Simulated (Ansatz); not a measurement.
Reaction (redistribution): `C[SiH](O)Cl` + `C=C[SiH2]O[SiH2]F` → `C[Si](O)(F)Cl` + `C=C[SiH2]O[SiH3]`

Program: Ansatz. Geometries: PBE0-D4/def2-TZVP. ΔE: electronic, gas phase. CCSD(T)/CBS is the MP2 limit (def2-TZVPP, def2-QZVPP) plus CCSD(T) − MP2 in def2-TZVPP, frozen cores. This one scheme is used for every species. DFT in def2-TZVPP. Each species was taken in one conformer, which may not be the lowest.

`C[SiH](O)Cl`:

Z-matrix (Å, degrees):
```
C
Si 1 1.852
H 1 1.092 2 110.4
H 1 1.093 2 110.2 3 119.9
H 1 1.093 2 111.1 3 -119.8
O 2 1.636 1 113.3 3 -178.2
Cl 2 2.066 1 107.5 3 60.3
H 2 1.477 1 112.9 3 -58.5
H 6 0.958 2 118.5 1 -65.6
```

`C=C[SiH2]O[SiH2]F`:

Cartesian coordinates in Å:
```
C -0.830 2.045 -0.729
C -1.440 1.335 0.215
Si -0.736 -0.225 0.919
O 0.693 -0.528 0.166
Si 1.733 -1.623 -0.406
F 2.545 -2.274 0.801
H -1.256 2.960 -1.131
H 0.127 1.738 -1.139
H -2.398 1.688 0.595
H -0.496 -0.087 2.378
H -1.662 -1.369 0.700
H 1.013 -2.723 -1.087
H 2.706 -0.938 -1.281
```

`C[Si](O)(F)Cl`:

```xyz
9

C    -1.056    0.619    0.351
Si    0.542   -0.236    0.075
O     0.438   -1.154   -1.259
F     0.906   -1.143    1.330
Cl    2.099    1.085   -0.103
H    -1.286    1.278   -0.488
H    -1.017    1.217    1.263
H    -1.860   -0.114    0.448
H     1.234   -1.553   -1.616
```

`C=C[SiH2]O[SiH3]`:

Z-matrix (Å, degrees):
```
Si
C 1 1.853
O 1 1.636 2 109.7
H 1 1.486 2 110.6 3 119.4
H 1 1.490 2 110.0 3 -120.8
C 2 1.330 1 123.1 3 -0.7
H 2 1.090 1 118.6 3 179.2
Si 3 1.633 1 145.9 2 -94.5
H 6 1.086 2 122.3 1 179.8
H 6 1.086 2 121.6 1 -0.4
H 8 1.486 3 109.5 1 104.6
H 8 1.484 3 109.0 1 -136.0
H 8 1.487 3 110.4 1 -15.6
```

```tsv
level	ΔE (kJ/mol)	difference from CCSD(T)/CBS
LDA (SPW92)	-9.0	-4.3
BLYP-D4	-6.9	-2.2
B97M-V	-10.5	-5.8
r2SCAN0	-7.5	-2.8
HF/def2-TZVPP	-3.9	0.8
MP2/def2-TZVPP	-4.4	0.3
HF/def2-QZVPP	-3.3	1.4
MP2/def2-QZVPP	-3.6	1.1
HF/CBS(def2)	-3.2	1.5
MP2/CBS(def2)	-3.3	1.4
CCSD(T)/CBS	-4.7	0
```

Largest T1 diagnostic among the species: 0.012.

The D4 term adds −3.4 kJ/mol with B3LYP and −1.8 kJ/mol with PBE0; it sums over pairs of atoms, weighted by their polarisabilities, and B3LYP, whose exchange is more repulsive, gets the larger term. At CCSD(T), def2-SVP lies −3.8 kJ/mol from the extrapolated value and def2-TZVPP −1.1 kJ/mol. Leaving LDA and LC-ωPBE aside and taking each functional with its dispersion term where it has one, the values, not all of them listed here, spread over 6.5 kJ/mol, from B97M-V to B2PLYP. LDA lies −4.1 kJ/mol from PBE without D4.

B3LYP here is the variant with VWN-RPA as its local correlation; programs differ in this.
